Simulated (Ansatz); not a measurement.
One change: `O[Si]([SiH3])(Cl)Br` becomes `C[Si](O)([SiH3])Cl`.

Ansatz, PBE0-D4/def2-TZVP geometries, multiplicity 1. Each molecule was computed in one conformer, which needn't be the lowest.

Scalar relativity is left out up to krypton.

```tsv
property	`O[Si]([SiH3])(Cl)Br`
HOMO energy (ωB97M-V/def2-TZVPP) / eV	-10.39
LUMO energy (B3LYP/def2-TZVPP) / eV	-0.62
HOMO energy (PBE/def2-TZVPP) / eV	-7.16
HOMO–LUMO gap (PBE/def2-TZVPP) / eV	5.86
HOMO energy (B3LYP/def2-TZVPP) / eV	-8.13
HOMO–LUMO gap (ωB97M-V/def2-TZVPP) / eV	11.76
```

Q: Give the same properties after the change, and the shifts. (An estimate is asked.)

A: The calculation gave: 
```
                               property  `C[Si](O)([SiH3])Cl`  shift
  HOMO energy (ωB97M-V/def2-TZVPP) / eV                 -9.98   0.41
    LUMO energy (B3LYP/def2-TZVPP) / eV                 -0.16   0.46
      HOMO energy (PBE/def2-TZVPP) / eV                 -6.72   0.44
    HOMO–LUMO gap (PBE/def2-TZVPP) / eV                  5.90   0.04
    HOMO energy (B3LYP/def2-TZVPP) / eV                 -7.73   0.40
HOMO–LUMO gap (ωB97M-V/def2-TZVPP) / eV                 11.76   0.00
```

With PBE0 the HOMO rises by 0.43 eV and the LUMO rises by 0.50 eV, so the gap widens by about 0.07 eV. PBE moves the HOMO by 0.44 eV and ωB97M-V by 0.41 eV. The zero-point energy changes by 92.7 kJ/mol with +9 modes.

B3LYP here is the variant with VWN-RPA as its local correlation; programs differ in this.

Spin–orbit coupling is left out; it splits and shifts lone-pair levels of the heavy atoms by tenths of an eV.
